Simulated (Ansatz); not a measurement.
CH8AlFSi2 (`F[CH]([SiH3])[AlH][SiH3]`), relaxed with RKS PBE-D4/def2-SVP in the Gaussian-basis code of Ansatz from a rough embedded geometry. The force threshold is 0.03 eV/Å; the program also tests the step.

Charge 0, multiplicity 1.

Start:

```xyz
13

F     0.026    1.342    2.314
C     0.252    0.392    1.430
Si    1.721    0.869    0.437
Al   -1.297    0.230    0.172
Si   -1.287   -1.365   -1.539
H     0.452   -0.555    1.945
H     2.928    1.019    1.274
H     2.027   -0.145   -0.619
H     1.534    2.153   -0.253
H    -2.595    1.108    0.465
H    -2.525   -1.324   -2.256
H    -1.049   -2.706   -0.986
H    -0.186   -1.019   -2.384
```

(1) By how much does the energy fall, and how many steps does the optimiser take? (Estimate.)

(2) Which bonds change most? (Estimate.)

(3) Give the relaxed structure. (Estimate.)

Results:

(1) Ansatz gave: 53.78 kJ/mol, in 13 steps.

(2) Computed: Al4–Si5 from 2.340 to 2.463 Å; F1–C2 from 1.318 to 1.416 Å; Si5–H13 from 1.431 to 1.512 Å; Si5–H11 from 1.430 to 1.508 Å.

(3) Computed: 
```xyz
13

F     0.037    1.456    2.435
C     0.182    0.430    1.469
Si    1.760    0.762    0.441
Al   -1.409    0.314    0.274
Si   -1.250   -1.307   -1.572
H     0.346   -0.544    1.994
H     2.958    0.981    1.323
H     1.992   -0.423   -0.461
H     1.569    1.986   -0.417
H    -2.626    1.329    0.498
H    -2.587   -1.730   -2.129
H    -0.511   -2.552   -1.146
H    -0.461   -0.699   -2.710
```
